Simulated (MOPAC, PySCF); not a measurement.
C$_{3}$H$_{4}$Si, SMILES `C[Si]C#C` (lower singlet), neutral singlet in the gas phase. This singlet lies 1.20 eV below the relaxed triplet at the level frozen-core CCSD(T)/cc-pVTZ // PBE0-D3(BJ)/def2-SVP (Ansatz).

Cartesian coordinates (Å):
```xyz
8

C      2.3489    -0.3645    -0.1351
C      1.1659    -0.5302    -0.4032
Si    -0.5561    -0.9352    -0.9517
C     -1.4627     0.3129     0.1654
H      3.3864    -0.2122     0.1066
H     -1.2282     0.1086     1.2255
H     -2.5535     0.2837     0.0280
H     -1.1007     1.3369    -0.0356
```
Charge 0, multiplicity 1.

All levels are single points at this geometry (PBE0-D3(BJ)/def2-SVP); Pople sets use spherical d functions. Orbital energies aren't observables, and empty levels follow the basis.

```
level                            HOMO (eV)  LUMO (eV)  gap (eV)  dipole (D)  vertical IE, Delta-SCF (eV)
-------------------------------  ---------  ---------  --------  ----------  ---------------------------
PBE-D3(BJ)/def2-TZVP in PySCF        -5.34      -3.49      1.86        1.29                            –
ωB97X-D3(BJ)/def2-TZVP in PySCF      -8.66      -0.63      8.03        1.27                            –
B3LYP/3-21G in PySCF                 -5.93      -2.70      3.22        1.55                            –
B3LYP/6-311+G** in PySCF             -6.24      -2.90      3.34        1.17                            –
BP86/6-31G* in PySCF                 -5.21      -3.40      1.82        1.64                            –
M06-2X/6-31G* in PySCF               -7.18      -1.68      5.50        1.32                            –
PBE/6-31G* in PySCF                  -5.11      -3.30      1.80        1.66                         8.12
SVWN5/6-31G* in PySCF                -5.16      -3.46      1.71        1.71                         8.26
HF/6-31G* in PySCF                   -8.57       0.71      9.28        1.46                            –
AM1 in MOPAC                         -7.71      -1.02      6.69        1.19                            –
PM3 in MOPAC                         -8.07      -2.10      5.96        1.99                            –
PM6 in MOPAC                         -7.68      -1.42      6.26        0.97                            –
PM7 in MOPAC                         -9.46      -0.70      8.76        2.12                            –
```
